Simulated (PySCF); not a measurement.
H3NZn. Atoms are numbered in the order given.

```xyz
5

Zn    -0.3961     0.0054     0.0000
H     -1.9190    -0.0249     0.0000
N      1.4188    -0.0783     0.0000
H      1.9348     0.2052     0.8194
H      1.9348     0.2052    -0.8194
```
Charge 0, spin multiplicity 1.

Geometry optimised at PBE0-D3(BJ)/def2-TZVP.

Level of theory: PBE/def2-TZVPD in PySCF.

The total energy comes out as -1835.63317 hartree. The point group is Cs and the highest occupied level is -5.52 eV. The lowest empty level is -1.08 eV and the orbital gap is 4.44 eV. The dipole moment is 0.171 e·Å and the quadrupole, principal values (traceless, Buckingham form, about the centre of nuclear charge) comes out as -4.80, 0.35, 4.45 D·Å. The mean static polarisability comes out as 39.2 bohr³ (5.81 Å³). The polarisability, principal values is 32.2, 34.8, 50.7 bohr³.
